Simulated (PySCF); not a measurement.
A GIAO shielding run with PySCF 2.14.0 with density-fitted response routines (density fitting, non-relativistic, gas phase) on [CuBr2]-, [Br2Cu]-:

```
{"job": {"kind": "nmr", "xc": "PBE", "basis": {"default": "pcSseg-1", "Cu": "pcSseg-2"}, "pop": false}, "charge": -1, "multiplicity": 1}
Cu    -0.000182    -0.000111     0.000108
Br    -0.017860    -0.022529     2.277180
Br     0.018042     0.022630    -2.277288
```

Hardware: 1 thread of an Arm Neoverse V1, shared host.

**Question.** How large is the calculation?

**Answer.** 100 electrons, 155 basis functions and 874 auxiliary functions.

**Question.** How long does it take?

**Answer.** 15 s of wall time, with 14 SCF cycles. Times on a shared host scatter by some tens of per cent.

**Question.** And these other runs on the same molecule and hardware: GIAO shielding at B3LYP/pcSseg-1 (pcSseg-2 on Cu); GIAO shielding at PBE0/pcSseg-1 (pcSseg-2 on Cu)?

**Answer.** B3LYP/pcSseg-1 (pcSseg-2 on Cu): 155 functions, 12 s; PBE0/pcSseg-1 (pcSseg-2 on Cu): 155 functions, 14 s.
